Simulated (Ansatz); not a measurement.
Compare A (`C[O][Al]([F])[SiH3]`) with its isomer B (`[OH][Al]([F])[CH2][SiH3]`).

Program: Ansatz. Geometries: PBE0-D4/def2-TZVP. ΔE: electronic, gas phase. CBS: MP2 limit from def2 TZ/QZ plus the TZ coupled-cluster correction, frozen cores. Functionals use def2-TZVPP. B3LYP here is the variant with VWN-RPA as its local correlation; programs differ in this. One conformer a species, not always the lowest.

(1) Which isomer does CCSD(T)/CBS put lower? Give the gap. (Best estimate.)

(2) Give E(B) − E(A) in kJ/mol with PBE0-D4, HF/def2-TZVPP, MP2/def2-TZVPP, CCSD(T)/def2-TZVPP, B3LYP, B2PLYP, ωB97M-V. (Estimate.)

Largest T1 diagnostic: 0.013.

Answers

(1) The calculation gave: B, by 112.4 kJ/mol.

(2) The calculation gave: PBE0-D4 -100.1, HF/def2-TZVPP -96.8, MP2/def2-TZVPP -124.1, CCSD(T)/def2-TZVPP -108.7, B3LYP -97.6, B2PLYP -106.7, ωB97M-V -114.9. None reverses the order clearly.

From PBE to PBE0 (25 % exact exchange), in def2-TZVPP and without D4, E(B) − E(A) moves by −5.6 kJ/mol. In def2-TZVPP, CCSD(T) changes the Hartree–Fock value by −11.9 kJ/mol (the triples alone add −1.0 kJ/mol) and MP2 by −27.3 kJ/mol.
